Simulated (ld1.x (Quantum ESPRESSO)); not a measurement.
What one change does to a pseudopotential (rhenium (Re), TM)

rhenium (Re), norm-conserving Troullier–Martins (Kleinman–Bylander form), made with ld1.x (Quantum ESPRESSO) 7.5 (PBEsol, scalar-relativistic). Core [Xe] 4f14, reference 5d6 6s1 6p0. Waves: 6s (bound): rc 2.50 bohr; 5d (bound): rc 2.60 bohr; 5f channel at 0.05 Ry: rc 2.90 bohr; 6p (bound, empty): rc 3.50 bohr. Local part: the p channel. Core correction: a·sin(br)/r model core inside 1.55 bohr.

Change: wave 6p (bound): rc 3.50 bohr becomes 6p (bound): rc 2.52 bohr.

Cutoffs: the cutoffs (Ry, on a coarse ladder) from which the occupation-weighted sum of valence levels, in a spherical-Bessel basis at the reference potential, stays within 10 and 1 mRy of its value at 400 Ry; they do not see the model core or the augmentation charge, which bear on the density cutoff. Errors are all-electron minus pseudo energies relative to the spin-unpolarised reference configuration.

**Question.** What does the change do?

**Answer.** The potential gets neither clearly harder nor softer (30 Ry and 35 Ry → 30 Ry and 35 Ry); a bound ghost appears in s, which as a rule spoils a file; of the 7 tests that both files solve, the error grows in 3 and shrinks in 0 by more than 15 % and 0.3 meV (median size 63.7 → 77.5 meV). That the errors move this way runs against the usual rule that smaller radii transfer better.

| quantity | base | changed |
| --- | --- | --- |
| cutoff, loose | 30 Ry | 30 Ry |
| cutoff, tight | 35 Ry | 35 Ry |
| bound ghosts | none | s |
| error for 5d5 6s2 6p0, meV [ΔE -0.95 eV] | -58 | -70 |
| error for 5d5 6s1 6p0, meV [ΔE 8.34 eV] | -64 | -80 |
| error for 5d5 6s0 6p0, meV [ΔE 24.69 eV] | -146 | -128 |
| error for 5d4 6s0 6p0, meV [ΔE 51.84 eV] | -588 | -539 |
| error for 5d5.5 6s1.5 6p0, meV [ΔE -0.56 eV] | -13 | -15 |
| error for 5d6 6s0 6p0, meV [ΔE 8.48 eV] | -19 | -17 |
| error for 5d5 6s1 6p1, meV [ΔE 3.89 eV] | -81 | -78 |

Changed file: These tests converged, but a pseudo level misses the all-electron one widely, so the file describes the atom poorly there or has found another state: 5d4 6s0 6p0: empty 6s by 4.1 eV. A true bound ghost makes a file unfit for plane-wave use even where its test errors are small: the radial tests pick states by their node count and pass the ghost by.
